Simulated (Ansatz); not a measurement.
Ge₂₀H₂₈, a nanocrystal cut from cubic germanium, relaxed as a singlet with RKS PBE-D4/def2-SVP in Ansatz, starting from the GFN2-xTB geometry. Force threshold 0.03 eV/Å.

Single mean-field runs in def2-SVP are fitted with def2-universal-jkfit.

Start:

Cartesian coordinates in Å:
```
Ge -4.364 -0.068 -1.315
Ge -0.981 2.184 3.943
Ge 2.428 -0.992 2.987
Ge -1.464 -2.700 -2.589
Ge 1.842 -3.166 -0.393
Ge -0.943 -0.568 0.791
Ge -1.519 2.845 -1.092
Ge 1.823 2.359 1.030
Ge 1.311 0.162 -2.449
Ge 4.618 -0.194 -0.201
Ge -2.142 0.573 2.587
Ge -2.609 -1.627 -0.710
Ge -3.562 2.059 -2.086
Ge 0.806 -2.143 1.584
Ge 0.671 3.515 2.822
Ge 3.538 0.764 1.742
Ge 0.170 -4.277 -1.754
Ge -0.333 -0.965 -3.843
Ge 3.021 -1.378 -1.593
Ge 0.221 1.241 -0.496
H -5.278 -0.691 -2.358
H -5.295 0.115 -0.132
H -1.986 3.058 4.671
H -0.311 1.443 5.084
H 3.391 -1.977 3.629
H 1.716 -0.415 4.206
H -2.464 -3.410 -3.513
H 2.873 -4.206 0.074
H -1.880 3.557 0.210
H -0.947 3.997 -1.902
H 2.545 3.425 0.186
H 2.003 1.257 -3.276
H 5.795 -1.080 0.175
H 5.290 0.896 -1.019
H -2.886 -0.421 3.465
H -3.309 1.288 1.908
H -3.262 -2.760 0.105
H -4.633 3.125 -1.969
H -3.353 1.979 -3.587
H 0.126 -3.244 2.414
H 1.674 4.058 3.827
H 0.050 4.785 2.276
H 4.581 1.437 2.649
H -0.515 -5.356 -0.935
H 0.812 -5.083 -2.872
H 0.299 -1.467 -5.129
H -1.332 0.060 -4.367
H 3.769 -1.996 -2.786
```

Question: Estimate the energy that the relaxation releases and the steps that it takes.

Answer: 0.64 eV, in 12 steps; 50 s on 11 threads of AMD EPYC 7R13 on a shared host and a whole NVIDIA H100 80GB HBM3. The force fell under the threshold at step 4, but the optimiser went on and released 0.028 eV more. No frequencies were taken in this run, so the end may be a saddle point.

Question: Does the start keep its bonding and symmetry?

Answer: By distances, no bond broke or formed. The bond that changes most is Ge6–Ge20, from 2.51 to 2.45 Å (atoms count from 1). Point group C2 at the start, C2 at the end, both within 0.05 Å.

Question: Predict the relaxed structure.

Answer: 
```tsv
atom	x (Å)	y (Å)	z (Å)
Ge1	-4.362	-0.043	-1.250
Ge2	-0.786	2.003	4.062
Ge3	2.396	-1.033	3.018
Ge4	-1.487	-2.611	-2.556
Ge5	1.794	-3.090	-0.332
Ge6	-0.972	-0.486	0.826
Ge7	-1.576	2.919	-1.092
Ge8	1.783	2.394	0.947
Ge9	1.262	0.279	-2.419
Ge10	4.581	-0.200	-0.175
Ge11	-2.207	0.614	2.636
Ge12	-2.606	-1.626	-0.611
Ge13	-3.447	1.950	-2.334
Ge14	0.689	-2.101	1.623
Ge15	0.622	3.535	2.777
Ge16	3.443	0.785	1.757
Ge17	0.167	-4.234	-1.763
Ge18	-0.307	-0.917	-3.870
Ge19	2.930	-1.321	-1.596
Ge20	0.133	1.269	-0.483
H21	-5.380	-0.736	-2.204
H22	-5.134	0.390	0.031
H23	-1.681	2.822	5.041
H24	0.121	1.077	4.919
H25	3.484	-2.091	3.378
H26	1.781	-0.510	4.349
H27	-2.542	-3.330	-3.456
H28	2.871	-4.108	0.164
H29	-2.122	3.536	0.230
H30	-0.926	4.074	-1.911
H31	2.532	3.463	0.086
H32	1.985	1.411	-3.218
H33	5.645	-1.234	0.303
H34	5.318	0.907	-0.986
H35	-2.950	-0.454	3.492
H36	-3.291	1.520	1.979
H37	-3.255	-2.788	0.209
H38	-4.573	3.017	-2.488
H39	-2.959	1.573	-3.761
H40	-0.041	-3.226	2.425
H41	1.659	4.211	3.723
H42	-0.272	4.658	2.176
H43	4.482	1.518	2.664
H44	-0.536	-5.372	-0.965
H45	0.903	-4.880	-2.975
H46	0.497	-1.626	-5.003
H47	-1.308	0.069	-4.542
H48	3.644	-1.976	-2.823
```
Bond lengths: 26 × Ge–Ge 2.45 to 2.46 Å; 28 × Ge–H 1.55 to 1.56 Å.
